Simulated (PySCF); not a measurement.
# Mo³⁺ (molybdenum, charge +3): UHF calculation

Configuration: [Kr] 4d3, high-spin 4F determinant. Calculation: PySCF 2.14, in def2-TZVP with the def2 core potential (28 electrons); a scalar-relativistic core potential.

```
Total energy             : -65.820350 hartree
One-electron energy      : -101.1274 hartree
Hartree (Coulomb) energy : 41.8250 hartree
Exchange energy          : -6.5180 hartree
⟨S²⟩                     : 3.7533
⟨L²⟩                     : 12.042
Sum of ⟨r⟩               : 14.53 bohr
Sum of ⟨r²⟩              : 21.99 bohr²
Time after the integrals : 0.08 s of wall time on 1 thread of Neoverse-V2 (shared host)
```

```
shell  electrons  mean orbital energy (eV)  rms radius, mean of both spins (bohr)
 4s α          1                   -115.01                                   1.18
 4s β          1                   -110.23                                   1.18
 4p α          3                   -83.814                                   1.31
 4p β          3                   -77.540                                   1.31
 4d α          3                   -40.335                                   1.73
```

Energies and moments cover only the electrons outside the core potential.
